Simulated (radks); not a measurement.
Coulomb parameter of the 4d shell of the palladium ion Pd3+ in the model configuration [Kr] 4d6 5s1, as a second difference U = [E(n + 0.5) + E(n - 0.5) - 2 E(n)] / (0.5)^2 with all orbitals relaxed. "Bare": the charge of the atom changes with n. "Screened": the 5s shell takes up the change at fixed total charge, which measures U(4d,4d) + U(5s,5s) - 2 U(4d,5s). All-electron calculation, scalar-relativistic Kohn-Sham, PBE, spin-unpolarised, spherical densities, finite nucleus; Fermi nuclear charge, rms radius 4.5318 fm. Program: a radial shooting solver on a logarithmic mesh with Libxc functionals.

case              configuration  E - E(n) (eV)
start              [Kr] 4d6 5s1          0.000
bare +0.5        [Kr] 4d6.5 5s1        -21.049
bare -0.5        [Kr] 4d5.5 5s1         24.885
screened +0.5  [Kr] 4d6.5 5s0.5         -6.396
screened -0.5  [Kr] 4d5.5 5s1.5          6.993

U(bare) = 15.347 eV, U(screened by 5s) = 2.391 eV, against the Slater integral F0(4d,4d) = 19.381 eV with frozen orbitals.
